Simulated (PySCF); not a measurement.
C2H4BNO2, SMILES C(=NB(C)O)=O. Atoms are numbered in the order given.

```xyz
10

B     -0.1038    -0.9557     0.0000
C      1.2068    -1.8280     0.0000
H      1.8223    -1.5799    -0.8802
H      1.8223    -1.5799     0.8802
H      1.0296    -2.9142     0.0000
N     -0.0044     0.4729     0.0000
C      0.0329     1.6653     0.0000
O      0.0852     2.8334     0.0000
O     -1.3601    -1.4652     0.0000
H     -1.3642    -2.4270     0.0000
```
Charge 0, spin multiplicity 1.

Geometry optimised at PBE0-D3(BJ)/def2-SVP. The structure was generated by enumeration, and PubChem lists no compound with its InChIKey, so it may never have been made. The values are those of a single conformer.

All values below come from PBE0/def2-TZVP (PySCF).

Symmetry labels are those of the subgroup Cs that the program uses (full group Cs).

Q: List the valence orbital energies around the gap with their symmetry. (An estimate is asked for; the answer gives what the named calculation found.)

A: 
| orbital | symmetry | energy (eV) |
|---|---|---|
| HOMO−7 | A' | -13.07 |
| HOMO−6 | A' | -12.57 |
| HOMO−5 | A" | -11.80 |
| HOMO−4 | A' | -11.41 |
| HOMO−3 | A" | -10.57 |
| HOMO−2 | A' | -9.87 |
| HOMO−1 | A" | -8.82 |
| HOMO | A' | -8.43 |
| LUMO | A" | -0.34 |
| LUMO+1 | A' | 0.38 |
| LUMO+2 | A' | 1.38 |
| LUMO+3 | A' | 1.72 |
